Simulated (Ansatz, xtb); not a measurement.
# Ranking isomers of F2H2Se2Sn

4 gas-phase structures of F2H2Se2Sn, from a drawn sample of its isomers (lower ones may exist). Each was relaxed with GFN2-xTB; where two conformers were screened, the lower at r2SCAN-D4/def2-SVP is listed:

A. `[F][Sn]([F])([SeH])[SeH]`, a singlet
B. `[F][SnH]([F])[Se][SeH]`, a singlet
C. `F[Se][Se][SnH2][F]`, a singlet
D. `F[Se][Sn@H]([F])[SeH]`, a singlet

**Question.** Which do you expect lowest at r2SCAN-D4/def2-SVP, and how would the others follow?

**Answer.** Calculated order at r2SCAN-D4/def2-SVP: A (0.000), B (1.158), D (1.843), C (2.304) eV.

Energies above the lowest of each column, in eV; the last columns are at PBE0-D4/def2-SVP geometries and were run for some of them only (a dash: not run or not comparable):

| structure | GFN2-xTB | HF/STO-3G | r2SCAN-D4/def2-SVP | PBE0-D4/def2-SVP | CCSD(T)/def2-SVP + ΔMP2/def2-TZVPP |
| --- | --- | --- | --- | --- | --- |
| A | 0.000 | 0.000 | 0.000 | 0.000 | 0.000 |
| B | 0.434 | 1.778 | 1.158 | 0.880 | 0.859 |
| D | 0.991 | 0.964 | 1.843 | 1.896 | 1.982 |
| C | 1.191 | 1.640 | 2.304 | – | – |

Every level run on A puts it lowest or level with the lowest. Flexible structures stand in one conformer each, not always the lowest. Frequencies (GFN2-xTB) were run for A, B, D alone. Atoms past krypton carry core potentials in the def2 sets, without spin–orbit terms. ΔMP2 is the change of the MP2 energy from the smaller to the larger basis.

Over these structures GFN2-xTB departs from r2SCAN-D4/def2-SVP by 0.336 eV on average once a common shift is removed. A GFN2-xTB relaxation took about 0.12 s and the r2SCAN-D4/def2-SVP energy about 2.8 s on a shared host (Ansatz 0.2.0, xtb 6.7.1).
